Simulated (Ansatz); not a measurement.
System: sum formula VO₂F (charge 0, singlet). 
Coordinates optimised at B3LYP-D3(BJ)/def2-TZVP (Ansatz, a quantum-chemistry and plane-wave program):
```
V
O 1 1.5835
O 1 1.5835 2 110.96
F 1 1.7665 2 119.26 3 144.56
```
Charge 0, spin multiplicity 1.

Total electronic energies in hartree. Cores are frozen in the correlated levels unless marked. Spin-orbit coupling is left out. Frozen are the shells of the preceding noble gas and the d and f shells that filled before the atom's block. Non-relativistic. Basis-set limits of correlation are two-point, X^-3; Hartree-Fock from the larger set. [CCSD(T)-MP2]/basis is that difference in the basis named. The program attaches cautions to a run behind HF/6-31G*: large difference. The program attaches cautions to a run behind MP2/def2-TZVPP: large difference. The program attaches cautions to a run behind SCS-MP2/6-31G*: large difference. The program attaches cautions to a run behind CCSD(T)/def2-TZVPP: large difference. The program attaches cautions to a run behind RI-MP2/CBS(def2-TZVPPD,def2-QZVPPD)+[CCSD(T)-MP2]/def2-TZVPPD: large difference.

The Hartree-Fock reference is unstable (checked in the largest basis), which strains HF and MP2. The T1 diagnostic of CCSD in the largest basis is 0.041, which is high, so the coupled-cluster rows are less sure than usual.

| level | program | energy (Eh) |
|---|---|---|
| HF/6-31G* | Ansatz | -1191.89992 |
| B3LYP-D4/def2-TZVPD | Ansatz + dftd4 | -1194.52745 |
| B3LYP/def2-TZVPD | Ansatz | -1194.52309 |
| BHLYP-D4/def2-TZVPD | Ansatz + dftd4 | -1194.29066 |
| MP2/def2-TZVPP | Ansatz | -1193.19608 |
| RI-MP2/def2-TZVPP | Ansatz | -1193.19590 |
| SCS-MP2/6-31G* | Ansatz | -1192.73384 |
| CCSD(T)/def2-TZVPP | Ansatz | -1193.15535 |
| RI-MP2/CBS(def2-TZVPPD,def2-QZVPPD)+[CCSD(T)-MP2]/def2-TZVPPD | Ansatz | -1193.3005 |

Totals of different functionals don't rank their quality; only differences between species are comparable.
